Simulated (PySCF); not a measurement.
C2H4N2OSi, SMILES O[Si@H]1C=NC=N1. Geometry optimised at PBE-D3(BJ)/def2-SVP. The structure was generated by enumeration; whether it is a known compound was not checked. One conformer was computed; it need not be the lowest.

Calculation: PBE-D3(BJ)/def2-SVP (PySCF).

Harmonic wavenumbers (cm⁻¹): 131, 170, 274, 394, 409, 486, 626, 679, 721, 738, 790, 834, 866, 912, 947, 972, 1227, 1296, 1537, 1628, 2214, 3042, 3064, 3763. Rotational constants (GHz): 6.121, 2.611, 2.070; symmetry number 1.

Problem. Work out the zero-point energy and the ideal-gas rigid-rotor harmonic-oscillator thermochemistry at 298.15 K and 1 atm.

Solution. ZPE = ½ Σ hcν = ½ × 27720 cm⁻¹ = 39.63 kcal/mol. H − E(el) = 44.16 kcal/mol. Entropy in cal/(mol K): translation 39.72, rotation 26.68, vibration 11.82, total 78.22. G − E(el) = 20.84 kcal/mol. Cp = 24.68 cal/(mol K). Modes under 150 cm⁻¹ make the vibrational entropy uncertain.
